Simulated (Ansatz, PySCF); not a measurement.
SbF₄, SMILES [F][Sb]([F])([F])[F], multiplicity 2. Atoms are numbered in the order given.

```xyz
5

Sb     0.0000     0.0000    -0.0871
F      1.4449     0.0000     1.1456
F     -1.4449     0.0000     1.1456
F      0.0000    -1.9328    -0.3921
F      0.0000     1.9328    -0.3921
```
Charge 0, spin multiplicity 2.

Coordinates come from a PBE0-D3(BJ)/def2-SVP optimisation. The spin state was assumed, not searched. The isomer is the one that the SMILES or the coordinates give; other isomers of the formula were not compared. The def2 effective core potentials stand for the cores of Sb; spin–orbit coupling is left out.

Two levels are set side by side: PBE-D3(BJ)/def2-SVP (Ansatz, a quantum-chemistry and plane-wave program) and PBE0-D3(BJ)/def2-SVP (Ansatz). Each level has its own optimised geometry; the coordinates shown are those of the second. Frequencies come from the Hessian of PySCF at each geometry. Differences are taken from unrounded values.

| quantity | PBE0-D3(BJ) | PBE-D3(BJ) | PBE-D3(BJ) minus PBE0-D3(BJ) |
|---|---|---|---|
| mean bond length (Å) | 1.928 | 1.959 | 0.031 |
| bond Sb1–F2 (Å) | 1.899 | 1.930 | 0.031 |
| bond Sb1–F3 (Å) | 1.899 | 1.930 | 0.031 |
| bond Sb1–F4 (Å) | 1.957 | 1.988 | 0.031 |
| bond Sb1–F5 (Å) | 1.957 | 1.988 | 0.031 |
| highest harmonic wavenumber (cm⁻¹) | 682 | 635 | -47 |
| mean harmonic wavenumber (cm⁻¹) | 371 | 342 | -29 |
| zero-point energy (kcal/mol) | 4.78 | 4.41 | -0.37 |

Exact exchange shortens and stiffens bonds; PBE has none. Differences between two approximate levels are no errors against the true value.
